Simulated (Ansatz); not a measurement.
Cartesian coordinates in Å:
```
Si -1.053 1.049 0.681
N 0.410 0.535 -0.250
Al 0.736 -1.423 -0.486
Cl -0.876 -2.326 0.546
Cl 2.632 -1.632 0.426
Cl 0.678 -1.594 -2.592
H -1.047 2.533 0.689
H -0.901 0.518 2.047
H -2.228 0.535 -0.046
H 0.390 0.912 -1.197
H 1.261 0.893 0.181
```

Total charge 0; spin multiplicity 1.

(1) List the PBE/def2-TZVPP orbital energies in eV (Ansatz 0.2.0). (Estimate.)

Results:

(1) Computed: Occupied: -2738.38, -2738.32, -2738.32, -1781.10, -1507.76, -382.63, -248.98, -248.91, -248.91, -189.62, -189.56, -189.56, -189.53, -189.51, -189.46, -189.46, -189.45, -189.45, -138.82, -107.89, -95.61, -95.52, -95.51, -69.88, -69.84, -69.83, -23.65, -19.98, -19.61, -19.57, -14.76, -14.18, -12.05, -11.13, -9.97, -9.55, -9.06, -8.92, -8.91, -7.78, -7.74, -7.72, -7.49, -7.48, -7.12. Lowest empty: -1.83, -0.37, -0.16, -0.08, 0.18, 0.24, 0.56, 1.12.
